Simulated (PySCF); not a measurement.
Be(iPr)(SeH) (C3H8BeSe), SMILES C[CH](C)[Be][SeH]. Coordinates come from a PBE-D3(BJ)/def2-SVP optimisation. The values are those of a single conformer.

Computed equilibrium geometry at PBE-D3(BJ)/def2-SVP (PySCF confirms it by a frequency run) as a Z-matrix (one conformer of several):
```
C
H 1 1.1203
C 1 1.5430 2 107.15
H 3 1.1100 1 112.54 2 -59.09
H 3 1.1114 4 107.08 1 123.03
H 3 1.1139 4 107.17 5 113.99
C 1 1.5430 2 107.14 3 119.49
H 7 1.1100 1 112.55 2 59.08
H 7 1.1114 8 107.08 1 -123.03
H 7 1.1139 8 107.17 9 -113.99
Be 1 1.6935 2 104.17 7 120.24
Se 11 2.0501 2 151.08 1 179.96
H 12 1.4882 11 88.94 2 0.71
```
